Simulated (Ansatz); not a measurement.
`B[SiH](N)P` + `C1[SiH2]S1` → `B[SiH2]N` + `P[SiH]1CS1`  (redistribution)

Program: Ansatz. Geometries: PBE0-D4/def2-TZVP. ΔE: electronic, gas phase. CBS: MP2 limit from def2 TZ/QZ plus the TZ coupled-cluster correction, frozen cores. Each species was taken in one conformer, which may not be the lowest.

```
     species  CCSD(T)/CBS(def2) energy (Eh)
`B[SiH](N)P`                     -713.71939
`C1[SiH2]S1`                     -727.30403
  `B[SiH2]N`                     -372.16627
`P[SiH]1CS1`                    -1068.85395
```

Question: Work out ΔE.

Answer: ΔE = (-372.16627) + (-1068.85395) − (-713.71939) − (-727.30403) = 0.00320 Eh = +8.4 kJ/mol.

Question: What do rigid-rotor, harmonic-oscillator terms from PBE0-D4/def2-TZVP frequencies (298.15 K, 1 bar) make of the CCSD(T)/CBS value? (An estimate is asked.)

Answer: Ansatz gave: ΔZPE = -3.0 kJ/mol, ΔH = +7.4 kJ/mol, ΔS = 18 J/(mol·K), ΔG = +2.2 kJ/mol.

Largest T1 diagnostic among the species: 0.016.

Leaving LDA and LC-ωPBE aside and taking each functional with its dispersion term where it has one, the values, not all of them listed here, spread over 37.8 kJ/mol, from BHLYP-D4 to PBE-D4. LDA lies +22.9 kJ/mol from PBE without D4. From BLYP to BHLYP (50 % exact exchange), in def2-TZVPP and without D4, ΔE moves by −15.8 kJ/mol.
